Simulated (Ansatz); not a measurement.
Cost and result for the atomization energy of `O[SiH](F)[O][GeH3]` (10 atoms, 9 bonds).

```xyz
10

O     1.6998    1.4140   -1.3560
Si    1.1518    0.0660   -0.6375
F     1.8750   -0.1479    0.7716
O    -0.4357    0.1599   -0.3637
Ge   -1.5723   -0.5426    0.8178
H     1.3610    2.2619   -1.0653
H     1.5299   -1.0654   -1.4956
H    -2.9527   -0.4191    0.1649
H    -1.4747    0.2820    2.1080
H    -1.1821   -2.0089    1.0557
```

The species carries charge 0 and has multiplicity 1. Correlated methods include outer-core shells of Ge, which these sets cover unevenly. Scalar relativity is left out up to krypton. The structure was optimised at the PBE0-D4/def2-TZVP level. It is one conformer, not always the lowest. Program: Ansatz. Hardware: A = 2 threads of an AMD EPYC 7R13 on a shared host; B = 2 threads of an AMD EPYC 7R13 on a shared host and a share of an NVIDIA H100 80 GB. Times are those of one run each, without the atoms' runs, and a repeat can differ threefold. Electronic energies, without spin–orbit coupling; frozen cores. CCSD(T)/CBS adds CCSD(T) − MP2 in def2-TZVPP to the MP2 limit, and its time is that of the two runs behind it. T1 = 0.012. With those shells the extrapolation isn't a true limit. B3LYP takes the VWN-RPA correlation (the form of Gaussian; ORCA's B3LYP/G).

CCSD(T)/CBS is a level of theory with its own doubt, some kJ/mol a heavy atom from the limit and from the frozen cores, so smaller differences don't rank the functionals.

```csv
level,functions,wall time,atomization (kcal/mol),difference from CCSD(T)/CBS,per bond
PBE-D4/def2-TZVPP (with forces) [A],253,5.5 s,861.5,-9.2,-1.0
PBE0-D4/def2-TZVPP [A],253,6.5 s,846.0,-24.7,-2.7
r2SCAN-D4/def2-TZVPP (with forces) [A],253,8 s,863.4,-7.3,-0.8
B2PLYP/def2-TZVPP [A],253,11 s,852.9,-17.8,-2.0
B3LYP-D4/def2-TZVPP (with forces) [A],253,12 s,855.5,-15.2,-1.7
ωB97X-V/def2-TZVPP [A],253,15 s,866.9,-3.8,-0.4
MP2/def2-QZVPP [B],480,19 s,880.1,9.4,1.0
CCSD(T)/def2-TZVPP [B],253,20 s,846.9,-23.8,-2.6
ωB97M-V/def2-TZVPP (with forces) [A],253,22 s,862.2,-8.5,-0.9
CCSD(T)/CBS(def2),–,38 s,870.7,0.0,0.0
```

The D4 term adds +8.0 kcal/mol with B3LYP and +4.2 kcal/mol with PBE0; it sums over pairs of atoms, weighted by their polarisabilities, and B3LYP, whose exchange is more repulsive, gets the larger term. In def2-TZVPP, CCSD(T) changes the Hartree–Fock value by +220.3 kcal/mol (the triples alone add +11.8 kcal/mol) and MP2 by +239.0 kcal/mol; breaking electron pairs costs correlation energy, which Hartree–Fock lacks. From PBE to PBE0 (25 % exact exchange), in def2-TZVPP and without D4, the atomization energy moves by −14.8 kcal/mol: exact exchange takes away binding that semilocal exchange gives to molecules.
